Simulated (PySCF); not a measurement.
A species of formula C5H6N2O2 has this rotational fingerprint, computed with CAM-B3LYP/def2-SVPD in PySCF (dipole) on a GFN2-xTB geometry, gas phase:

```
Rotational constants : A = 4370, B = 1113, C = 897.1 MHz
Dipole components    : |μa| = 1.67 D, |μb| = 0.30 D, |μc| = 0.00 D
Inertial defect      : -6.22 u·Å²
κ                    : -0.88
```

Question: Which candidate fits, each taken in the one conformer that was computed?
A. `[CH3:1][C:2](=[O:3])[c:4]1[n:5][n:6][c:7]([CH3:8])[o:9]1` with C1–C2–C4–N5 0°
B. `[CH3:1][C:2](=[O:3])[c:4]1[n:5][o:6][c:7]([CH3:8])[n:9]1` with C1–C2–C4–N5 180°
C. `[CH3:1][C:2](=[O:3])[O:4][c:5]1[n:6][cH:7][cH:8][nH:9]1` with C1–C2–O4–C5 180°, C2–O4–C5–N6 180°

Answer: A. It is CC(=O)c1nnc(C)o1, an asymmetric top, point group Cs. The candidates at the same level (rigid rotor, commonest isotopes):

```json
{"SMILES": "CC(=O)c1nnc(C)o1", "A (MHz)": "4370", "B (MHz)": "1113", "C (MHz)": "897.1", "μa (D)": "1.67", "μb (D)": "0.30", "μc (D)": "0.00", "Δ (u·Å²)": "-6.22", "point group": "Cs", "rotor": "asymmetric top"}
{"SMILES": "CC(=O)Oc1ncc[nH]1", "A (MHz)": "5102", "B (MHz)": "1092", "C (MHz)": "904.8", "μa (D)": "1.57", "μb (D)": "1.50", "μc (D)": "0.00", "Δ (u·Å²)": "-3.12", "point group": "Cs", "rotor": "near-prolate asymmetric top"}
{"SMILES": "CC(=O)c1noc(C)n1", "A (MHz)": "4176", "B (MHz)": "1118", "C (MHz)": "891.3", "μa (D)": "3.69", "μb (D)": "3.64", "μc (D)": "0.00", "Δ (u·Å²)": "-6.22", "point group": "Cs", "rotor": "asymmetric top"}
```

`CC(=O)Oc1ncc[nH]1` has A 17 % too high; `CC(=O)c1noc(C)n1` has A 4 % too low. In the right answer the mirror of this Cs structure is the ab plane, so μc vanishes by symmetry (the 0.01 D computed is a residue). No structure here is proved a minimum.
